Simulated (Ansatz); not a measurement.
Coupled-cluster diagnostics for Al₄F₂⁻, Ansatz.

Geometry of the doublet (PBE-D4/def2-SVPD):

```xyz
6

Al   -1.293    0.957   -0.466
Al    1.199   -2.721    0.279
Al    1.015   -0.011    0.347
Al   -0.710   -1.443   -0.916
F     2.215    0.941    1.173
F    -2.427    2.276   -0.416
```

Correlated methods freeze 22 core orbitals. Another isomer (doublet) lies 0.21 eV lower at PBE0-D4/def2-TZVPD; other spin states weren't run for this one.

Problem. Estimate the CCSD(T) correlation energy, the shares of MP2 and (T), T1 and the reference's ⟨S²⟩ for: charge -1, doublet, own geometry in def2-SVPD; and the rough time on 4 threads of Arm Neoverse N1 on a shared host.

Solution. 
| state | basis | correlation (eV) | MP2 share (%) | (T) share (%) | T1 | ⟨S²⟩ (pure) | wall time | remarks |
| --- | --- | --- | --- | --- | --- | --- | --- | --- |
| charge -1, doublet, own geometry | def2-SVPD | -19.360 | 90.4 | 4.5 | 0.050 | 1.17 (0.75) | 84 s | large T1, spin-contaminated |
Customary marks for T1 are 0.02 (closed shells), 0.045 (open shells) and about 0.05 (3d metals). T1 exceeds 0.02 in 1 of 1 rows and 0.045 in 1; the higher it lies, the less the single-reference result can be trusted.
